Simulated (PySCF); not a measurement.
Coordinates in bohr (charge 1 multiplicity 1):
```
Sb    0.0000    0.0000   -1.0002
Cl    3.2624    0.0000    1.7322
Cl   -3.2624    0.0000    1.7322
```

These are results of PySCF, PBE0, basis Sb def2-TZVP with ECP28, Cl def2-TZVP (scalar-relativistic core potentials, no spin–orbit coupling, density fitting), not measurements.

This geometry of [SbCl2]+ is a stationary point at this level.

**Question.** What is the point group?

**Answer.** C2v.

**Question.** Is it a minimum?

**Answer.** Yes: all harmonic wavenumbers are real.

**Question.** Which band is strongest in the infrared?

**Answer.** 432 cm⁻¹ (b2), 71 km/mol.

**Question.** What are the dipole moment and the gap between the highest occupied and lowest empty levels?

**Answer.** 1.92 D about the centre of mass and 4.69 eV.

**Question.** Give the atomic charges and bond orders.

**Answer.** 
```tsv
atom	Mulliken	Löwdin	polar tensor	Mayer order to Sb1
Sb1	1.15	0.55	1.57	–
Cl2,3	-0.08	0.23	-0.29	1.38
```

Only a few start shapes were tried, so a lower isomer may exist.
